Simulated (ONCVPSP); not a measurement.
## How hard is this lead ONCV potential?

* Element: Pb (Z = 82)
* Generator: ONCVPSP 4.0.1
* Type: optimised norm-conserving Vanderbilt (ONCV)
* Functional: PBE
* Relativity: scalar-relativistic
* Frozen core: [Kr] 4d10 4f14
* Valence charge: 22
* Reference configuration: 5s2 5p6 5d10 6s2 6p1 (charge +1)
* Partial waves: 5s+6s: rc 1.65 bohr, ncon 4, nbas 7, qcut 5.9 1/bohr, 2 projectors; 5p+6p: rc 1.60 bohr, ncon 4, nbas 7, qcut 8.2 1/bohr, 2 projectors; 5d: rc 1.15 bohr, ncon 4, nbas 7, qcut 9.1 1/bohr, 2 projectors, debl 2.6 Ha; f scattering state at 0.47 Ha: rc 1.15 bohr, ncon 3, nbas 8, qcut 11 1/bohr, local
* Local potential: the f channel
* Core correction: Teter function, fcfact 6, rcfact 1.1

**Question.** For each optimised wave give the share of its norm inside rc, the residual kinetic energy above qcut (Ha) and the cutoffs (Ha) for errors of 10, 1, 0.1 and 0.01 mHa per electron.

**Answer.**

```
         wave  norm inside rc  residual KE  10 mHa  1 mHa  0.1 mHa  0.01 mHa
           5s           0.991      9.8e-05     8.2   10.5     17.3      46.7
           6s           0.203      1.0e-03     7.6   17.4     55.5      66.8
           5p           0.955      1.4e-06    14.6   18.1     20.6      28.2
           6p           0.058      6.7e-06    11.4   15.1     23.1      32.6
           5d           0.431      2.1e-04    19.2   24.4     61.1     120.4
d projector 2           0.049      9.3e-05    17.2   22.5     39.1     165.1
f projector 1           0.029      3.4e-05    24.0   42.5     54.7     183.6
```

The occupied waves need 24 Ha and 61 Ha for 1 and 0.1 mHa. Note: no bound ghost flagged; GHOST(+) flagged for s at 114.0 eV.
